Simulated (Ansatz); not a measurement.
Isolated molecules relaxed with PBE0-D4/def2-TZVP in Ansatz; ΔE leaves out vibrations. CBS: MP2 limit from def2 TZ/QZ plus the TZ coupled-cluster correction, frozen cores. DFT in def2-TZVPP. def2 core potentials past Kr. For I, Se, Sn outer-core shells are correlated without core-valence functions, which leaves a few kJ/mol of doubt a bond. Scalar relativity is left out up to krypton. Each species was taken in one conformer, which may not be the lowest.

Consider the ligand exchange at the Sn–Se bond: `[F][Sn]([F])([F])[SeH]` + HI → `[F][Sn]([F])([F])[I]` + H₂Se.

```
                 species  PBE0 energy (Eh)
`[F][Sn]([F])([F])[SeH]`       -2915.68682
                      HI        -298.31821
  `[F][Sn]([F])([F])[I]`        -811.54971
                    H₂Se       -2402.46291
```

(1) Work out ΔE.

(2) What do rigid-rotor, harmonic-oscillator terms from PBE0-D4/def2-TZVP frequencies (298.15 K, 1 bar) make of the CCSD(T)/CBS value? (Best estimate.)

Largest T1 diagnostic among the species: 0.013.

Answers

(1) ΔE = (-811.54971) + (-2402.46291) − (-2915.68682) − (-298.31821) = -0.00759 Eh = -19.9 kJ/mol. CCSD(T)/CBS gives -22.9 kJ/mol.

(2) The calculation gave: ΔZPE = +2.8 kJ/mol, ΔH = -21.2 kJ/mol, ΔS = -15 J/(mol·K), ΔG = -16.7 kJ/mol. Modes under 50 cm⁻¹ make the entropy rough.

In def2-TZVPP, CCSD(T) changes the Hartree–Fock value by +8.3 kJ/mol (the triples alone add +0.5 kJ/mol) and MP2 by +5.4 kJ/mol. Leaving LDA and LC-ωPBE aside and taking each functional with its dispersion term where it has one, the values, not all of them listed here, spread over 4.7 kJ/mol, from BHLYP-D4 to BLYP-D4. From BLYP to BHLYP (50 % exact exchange), in def2-TZVPP and without D4, ΔE moves by −3.6 kJ/mol.
